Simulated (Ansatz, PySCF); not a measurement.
The pair A = NH3 (SMILES N) (first 4 atoms), B = CH3Cl (SMILES CCl); geometry from B3LYP-D3(BJ)/def2-TZVP.
(charge 0, multiplicity 1):
```xyz
9

N      0.279     0.083     0.008
H      0.439     0.865    -0.617
H      0.139    -0.740    -0.567
H     -0.589     0.260     0.503
C      0.614     0.115     3.370
Cl    -1.154     0.440     3.234
H      1.003     0.016     2.360
H      1.067     0.952     3.891
H      0.740    -0.803     3.937
```

Frozen-core correlation. CBS(a, b) extrapolates the correlation energy as X⁻³ and adds the Hartree–Fock energy of set b. MP2 and its Hartree–Fock in aug-cc-pV(T+d)Z are density fitted.

The values were computed with Ansatz (a program for electronic structure); PySCF for the dispersion terms. Each number belongs to the level named beside it.

The monomers are drawn apart, rigid, along the line of their centres of mass. Counterpoise-corrected interaction energies (kcal/mol):

| level | R = 4.408 Å | R = 5.393 Å |
|---|---|---|
| PBE/def2-TZVPPD | -1.4629 | -0.5959 |
| PBE-D3(BJ)/def2-TZVPPD | -1.8272 | -0.7177 |
| wB97M-V/def2-TZVPPD | -1.6376 | -0.6847 |
| MP2/CBS(aug-cc-pV(D+d)Z, aug-cc-pV(T+d)Z) + ΔCCSD(T)/aug-cc-pV(D+d)Z | -1.6422 | -0.6681 |

Problem. R is the distance of the centres of mass. Find the local exponent m of E ∝ R⁻ᵐ between the two points.

Solution. 
m = ln(E₁/E₂)/ln(R₂/R₁): PBE/def2-TZVPPD 4.5; PBE-D3(BJ)/def2-TZVPPD 4.6; wB97M-V/def2-TZVPPD 4.3; MP2/CBS(aug-cc-pV(D+d)Z, aug-cc-pV(T+d)Z) + ΔCCSD(T)/aug-cc-pV(D+d)Z 4.5. For scale, two fixed dipoles give m = 3, dipole and quadrupole 4, quadrupoles 5, and dispersion or dipole-induced dipole 6 at long range; at these distances several terms mix, and what is left of overlap and damping shifts m, so it need not match one of them.
